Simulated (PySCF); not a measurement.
Radial density of Zn²⁺ (zinc, charge +2)

UHF, [Ar] 3d10, closed-shell 1S. All numbers are calculated (PySCF 2.14, scalar relativity by spin-free X2C-1e, in jorge-DZP-DKH (8s6p2d1f, 43 functions)).

```csv
r (bohr),4πr²ρ (e/bohr)
0.000741,0.2027
0.00125,0.5253
0.00210,1.273
0.00353,3.026
0.00593,6.877
0.00998,14.32
0.0168,25.60
0.0282,35.52
0.0475,34.23
0.0799,29.17
0.134,40.18
0.226,33.22
0.380,19.47
0.639,24.38
1.08,9.355
1.81,1.228
3.04,0.03642
```

Densities and radii are taken from the X2C orbitals without a picture-change correction, which distorts them close to the nucleus.
